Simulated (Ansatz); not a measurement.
Ansatz (an electronic-structure program) input (B3LYP-D3(BJ)/def2-TZVP):

Ansatz 0.2 input:
```yaml
crystal:
  periodic: [false, false, false]
  atoms:
    - {symbol: P, position_ang: [-0.06749770, -0.08696972, -0.56484595]}
    - {symbol: O, position_ang: [0.05549852, 0.13697337, 0.97144688]}
    - {symbol: H, position_ang: [1.31307843, 0.16633008, -0.82689104]}
    - {symbol: H, position_ang: [-0.74460107, 0.04242879, 1.52800534]}
basis:
  gaussian:
    orbitals: def2-TZVP
hamiltonian:
  xc: b3lyp
  dispersion: d3bj
total_charge: 1
phonons: {temperatures: {t_min: 298.15, t_max: 298.15, t_step: 100}}
```

Output:

```
Functional definition: B3LYP
integrals: 0.01 GiB planned
521 factors; their error is unknown
mean field: 0.17 GiB planned
mean field evaluation 1: about -11345.3030 eV, gradient 9.9e1 eV
mean field evaluation 2: about -11246.1660 eV, gradient 2.0e2 eV
mean field evaluation 4: about -11360.8643 eV, gradient 8.9e0 eV
mean field evaluation 8: about -11361.0178 eV, gradient 1.4e-1 eV
mean field evaluation 16: about -11361.0251 eV, gradient 5.3e-5 eV
mean field -11361.02509972 eV, -417.5099716355 hartree, gradient 5.3e-5 eV, S^2 0.000000; 0 other end points of the search recorded, 0 dependent functions left out
the calculation of the forces begins
reference -11361.02527364 eV, -417.5099780268 hartree; 12, 12 occupied and 68, 68 virtual orbitals, 521 factors
these checks for a lower state are left out or cut short: stability, starts, cluster_reference, orbital_swaps, neighbouring_geometries, increment
integrals: 0.01 GiB planned
521 factors; their error is unknown
mean field: 0.17 GiB planned
mean field -11361.02501973 eV, -417.5099686957 hartree, gradient 2.5e-6 eV, S^2 0.000000; 0 other end points of the search recorded, 0 dependent functions left out
the calculation of the forces begins
reference -11361.02519360 eV, -417.5099750852 hartree; 12, 12 occupied and 68, 68 virtual orbitals, 521 factors
these checks for a lower state are left out or cut short: stability, starts, cluster_reference, orbital_swaps, neighbouring_geometries, increment
integrals: 0.01 GiB planned
521 factors; their error is unknown
mean field: 0.17 GiB planned
mean field evaluation 32: about -11361.0250 eV, gradient 2.6e-6 eV
mean field -11361.02501944 eV, -417.5099686852 hartree, gradient 2.5e-6 eV, S^2 0.000000; 0 other end points of the search recorded, 0 dependent functions left out
the calculation of the forces begins
reference -11361.02519341 eV, -417.5099750784 hartree; 12, 12 occupied and 68, 68 virtual orbitals, 521 factors
these checks for a lower state are left out or cut short: stability, starts, cluster_reference, orbital_swaps, neighbouring_geometries, increment
integrals: 0.01 GiB planned
521 factors; their error is unknown
mean field: 0.17 GiB planned
mean field -11361.02503281 eV, -417.5099691766 hartree, gradient 2.5e-6 eV, S^2 0.000000; 0 other end points of the search recorded, 0 dependent functions left out
the calculation of the forces begins
reference -11361.02520675 eV, -417.5099755686 hartree; 12, 12 occupied and 68, 68 virtual orbitals, 521 factors
these checks for a lower state are left out or cut short: stability, starts, cluster_reference, orbital_swaps, neighbouring_geometries, increment
integrals: 0.01 GiB planned
521 factors; their error is unknown
mean field: 0.17 GiB planned
mean field -11361.02502891 eV, -417.5099690332 hartree, gradient 2.5e-6 eV, S^2 0.000000; 0 other end points of the search recorded, 0 dependent functions left out
the calculation of the forces begins
reference -11361.02520281 eV, -417.5099754239 hartree; 12, 12 occupied and 68, 68 virtual orbitals, 521 factors
these checks for a lower state are left out or cut short: stability, starts, cluster_reference, orbital_swaps, neighbouring_geometries, increment
integrals: 0.01 GiB planned
521 factors; their error is unknown
mean field: 0.17 GiB planned
mean field -11361.02498349 eV, -417.5099673638 hartree, gradient 2.5e-6 eV, S^2 0.000000; 0 other end points of the search recorded, 0 dependent functions left out
the calculation of the forces begins
reference -11361.02515743 eV, -417.5099737562 hartree; 12, 12 occupied and 68, 68 virtual orbitals, 521 factors
these checks for a lower state are left out or cut short: stability, starts, cluster_reference, orbital_swaps, neighbouring_geometries, increment
integrals: 0.01 GiB planned
521 factors; their error is unknown
mean field: 0.17 GiB planned
mean field evaluation 64: about -11361.0250 eV, gradient 2.5e-6 eV
mean field -11361.02498562 eV, -417.5099674424 hartree, gradient 2.5e-6 eV, S^2 0.000000; 0 other end points of the search recorded, 0 dependent functions left out
the calculation of the forces begins
reference -11361.02515951 eV, -417.5099738327 hartree; 12, 12 occupied and 68, 68 virtual orbitals, 521 factors
these checks for a lower state are left out or cut short: stability, starts, cluster_reference, orbital_swaps, neighbouring_geometries, increment
integrals: 0.01 GiB planned
521 factors; their error is unknown
mean field: 0.17 GiB planned
mean field -11361.02500467 eV, -417.5099681424 hartree, gradient 2.5e-6 eV, S^2 0.000000; 0 other end points of the search recorded, 0 dependent functions left out
the calculation of the forces begins
reference -11361.02517862 eV, -417.5099745349 hartree; 12, 12 occupied and 68, 68 virtual orbitals, 521 factors
these checks for a lower state are left out or cut short: stability, starts, cluster_reference, orbital_swaps, neighbouring_geometries, increment
integrals: 0.01 GiB planned
521 factors; their error is unknown
mean field: 0.17 GiB planned
mean field -11361.02500772 eV, -417.5099682544 hartree, gradient 2.6e-6 eV, S^2 0.000000; 0 other end points of the search recorded, 0 dependent functions left out
the calculation of the forces begins
reference -11361.02518161 eV, -417.5099746446 hartree; 12, 12 occupied and 68, 68 virtual orbitals, 521 factors
these checks for a lower state are left out or cut short: stability, starts, cluster_reference, orbital_swaps, neighbouring_geometries, increment
integrals: 0.01 GiB planned
521 factors; their error is unknown
mean field: 0.17 GiB planned
mean field -11361.02504453 eV, -417.5099696073 hartree, gradient 2.5e-6 eV, S^2 0.000000; 0 other end points of the search recorded, 0 dependent functions left out
the calculation of the forces begins
reference -11361.02521851 eV, -417.5099760006 hartree; 12, 12 occupied and 68, 68 virtual orbitals, 521 factors
these checks for a lower state are left out or cut short: stability, starts, cluster_reference, orbital_swaps, neighbouring_geometries, increment
integrals: 0.01 GiB planned
521 factors; their error is unknown
mean field: 0.17 GiB planned
mean field -11361.02503300 eV, -417.5099691834 hartree, gradient 2.5e-6 eV, S^2 0.000000; 0 other end points of the search recorded, 0 dependent functions left out
the calculation of the forces begins
reference -11361.02520686 eV, -417.5099755727 hartree; 12, 12 occupied and 68, 68 virtual orbitals, 521 factors
these checks for a lower state are left out or cut short: stability, starts, cluster_reference, orbital_swaps, neighbouring_geometries, increment
integrals: 0.01 GiB planned
521 factors; their error is unknown
mean field: 0.17 GiB planned
mean field evaluation 96: about -11361.0251 eV, gradient 4.0e-2 eV
mean field -11361.02509675 eV, -417.5099715262 hartree, gradient 1.5e-6 eV, S^2 0.000000; 0 other end points of the search recorded, 0 dependent functions left out
the calculation of the forces begins
reference -11361.02527066 eV, -417.5099779173 hartree; 12, 12 occupied and 68, 68 virtual orbitals, 521 factors
these checks for a lower state are left out or cut short: stability, starts, cluster_reference, orbital_swaps, neighbouring_geometries, increment
integrals: 0.01 GiB planned
521 factors; their error is unknown
mean field: 0.17 GiB planned
mean field -11361.02508774 eV, -417.5099711951 hartree, gradient 1.8e-6 eV, S^2 0.000000; 0 other end points of the search recorded, 0 dependent functions left out
the calculation of the forces begins
reference -11361.02526166 eV, -417.5099775866 hartree; 12, 12 occupied and 68, 68 virtual orbitals, 521 factors
these checks for a lower state are left out or cut short: stability, starts, cluster_reference, orbital_swaps, neighbouring_geometries, increment
integrals: 0.01 GiB planned
521 factors; their error is unknown
mean field: 0.17 GiB planned
mean field -11361.02499739 eV, -417.5099678746 hartree, gradient 2.5e-6 eV, S^2 0.000000; 0 other end points of the search recorded, 0 dependent functions left out
the calculation of the forces begins
reference -11361.02517127 eV, -417.5099742648 hartree; 12, 12 occupied and 68, 68 virtual orbitals, 521 factors
these checks for a lower state are left out or cut short: stability, starts, cluster_reference, orbital_swaps, neighbouring_geometries, increment
integrals: 0.01 GiB planned
521 factors; their error is unknown
mean field: 0.17 GiB planned
mean field -11361.02500713 eV, -417.5099682325 hartree, gradient 2.5e-6 eV, S^2 0.000000; 0 other end points of the search recorded, 0 dependent functions left out
the calculation of the forces begins
reference -11361.02518107 eV, -417.5099746250 hartree; 12, 12 occupied and 68, 68 virtual orbitals, 521 factors
these checks for a lower state are left out or cut short: stability, starts, cluster_reference, orbital_swaps, neighbouring_geometries, increment
integrals: 0.01 GiB planned
521 factors; their error is unknown
mean field: 0.17 GiB planned
mean field evaluation 128: about -11361.0251 eV, gradient 2.6e-6 eV
mean field -11361.02506384 eV, -417.5099703167 hartree, gradient 2.5e-6 eV, S^2 0.000000; 0 other end points of the search recorded, 0 dependent functions left out
the calculation of the forces begins
reference -11361.02523771 eV, -417.5099767065 hartree; 12, 12 occupied and 68, 68 virtual orbitals, 521 factors
these checks for a lower state are left out or cut short: stability, starts, cluster_reference, orbital_swaps, neighbouring_geometries, increment
integrals: 0.01 GiB planned
521 factors; their error is unknown
mean field: 0.17 GiB planned
mean field -11361.02507374 eV, -417.5099706804 hartree, gradient 2.5e-6 eV, S^2 0.000000; 0 other end points of the search recorded, 0 dependent functions left out
the calculation of the forces begins
reference -11361.02524770 eV, -417.5099770734 hartree; 12, 12 occupied and 68, 68 virtual orbitals, 521 factors
Total energy: -11361.10453756 eV, -417.5128909221 hartree
Atom 0 at    -0.067498    -0.086970    -0.564846 Å, force    -0.000216     0.000040     0.000655 eV/Å
Atom 1 at     0.055499     0.136973     0.971447 Å, force     0.000376    -0.000035    -0.000879 eV/Å
Atom 2 at     1.313078     0.166330    -0.826891 Å, force     0.000203     0.000044     0.000013 eV/Å
Atom 3 at    -0.744601     0.042429     1.528005 Å, force    -0.000362    -0.000048     0.000211 eV/Å
Dipole moment:    -0.178436    -0.051078    -0.108174 e Å
Vibrations: 839.03 929.27 1011.41 1102.87 2361.39 3630.68 cm⁻¹, zero-point energy 0.612151 eV
```

It need not be the lowest isomer of its formula.
